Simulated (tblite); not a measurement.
Isomers of [C6H13NP]+ (charge +1). All values are computed: GFN2-xTB (tblite) harmonic vibrations without scaling, gas phase. Against measured fundamentals such values can be off by several per cent, at times by over 20. Modes of hydrogen on phosphorus can be 10 to 20 % off. One conformer each.

Electronic energies: GFN2-xTB at the same geometries; isomer energies are rough at this level and their order can be wrong.

```tsv
SMILES	electronic energy, lowest = 0 (kcal/mol)
CC(C)[P@@H+](C)CC#N	31.0
CC[P+]1(N(C)C)C=C1	60.4
CN[P+]1(C)CC=CC1	0.0
```

Q: How do GFN2-xTB zero-point energies change the relative energies?

A: 
```
             SMILES  ZPE (kcal/mol)  of it from modes above 1550 cm⁻¹  electronic (kcal/mol)  with ZPE, lowest = 0 (kcal/mol)  lowest mode (cm⁻¹)  rings
   CN[P+]1(C)CC=CC1           110.9                              58.9                    0.0                              0.0                 11i      1
CC(C)[P@@H+](C)CC#N           109.0                              58.3                   31.0                             29.2                  39      0
 CC[P+]1(N(C)C)C=C1           110.1                              58.4                   60.4                             59.6                  46      1
```

The zero-point energies span 1.9 kcal/mol, from `CC(C)[P@@H+](C)CC#N` to `CN[P+]1(C)CC=CC1`. Slightly imaginary modes are left out of the zero-point energy: `CN[P+]1(C)CC=CC1` 11.2i cm⁻¹. The order is unchanged.
